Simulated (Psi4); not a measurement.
H4O4Ti (SMILES [OH][Ti]([OH])([OH])[OH]), singlet, at a GFN2-xTB geometry (such geometries of metal compounds can be far from the true shape). Base run: B3LYP/3-21G in Psi4.

Geometry (Å):
```xyz
9

Ti     0.0000     0.0000     0.0000
O      1.2454    -0.5825    -1.0557
H      2.1859    -0.3841    -1.0491
O      0.7013     0.2750     1.5613
H      0.4278     0.8900     2.2475
O     -0.6832     1.4934    -0.5550
H     -1.4136     1.6354    -1.1635
O     -1.2635    -1.1858     0.0494
H     -1.2002    -2.1412    -0.0349
```
All else is at Psi4's defaults (density fitting, Cartesian functions).
Base energy -1147.25176 Eh.

Variants of this job, named by their change:

```json
[
 {"change": "base", "ΔE vs base (µEh)": "0.0", "SCF cycles": "9", "grid points": "196016", "basis functions": "73"},
 {"change": "soscf = true", "ΔE vs base (µEh)": "0.0", "SCF cycles": "8", "grid points": "196016", "basis functions": "73"},
 {"change": "scf_initial_accelerator = ediis", "ΔE vs base (µEh)": "0.0", "SCF cycles": "9", "grid points": "196016", "basis functions": "73"},
 {"change": "scf_type = out_of_core", "ΔE vs base (µEh)": "215", "SCF cycles": "9", "grid points": "196016", "basis functions": "73"},
 {"change": "dft_radial_points = 99", "ΔE vs base (µEh)": "0.8", "SCF cycles": "9", "grid points": "257846", "basis functions": "73"},
 {"change": "cholesky_tolerance = 1e-3 (with scf_type cd)", "ΔE vs base (µEh)": "-260", "SCF cycles": "10", "grid points": "196016", "basis functions": "73"},
 {"change": "scf_type = dfdirj+link", "ΔE vs base (µEh)": "-34.2", "SCF cycles": "9", "grid points": "196016", "basis functions": "73"},
 {"change": "puream = false", "ΔE vs base (µEh)": "0.0", "SCF cycles": "9", "grid points": "196016", "basis functions": "73"},
 {"change": "d_convergence = 1e-4", "ΔE vs base (µEh)": "0.0", "SCF cycles": "9", "grid points": "196016", "basis functions": "73"},
 {"change": "guess = huckel", "ΔE vs base (µEh)": "0.0", "SCF cycles": "10", "grid points": "196016", "basis functions": "73"},
 {"change": "damping_percentage = 20", "ΔE vs base (µEh)": "0.1", "SCF cycles": "22", "grid points": "196016", "basis functions": "73"},
 {"change": "dft_spherical_points = 434", "ΔE vs base (µEh)": "21.8", "SCF cycles": "9", "grid points": "281492", "basis functions": "73"},
 {"change": "guess = sadno", "ΔE vs base (µEh)": "0.0", "SCF cycles": "10", "grid points": "196016", "basis functions": "73"}
]
```
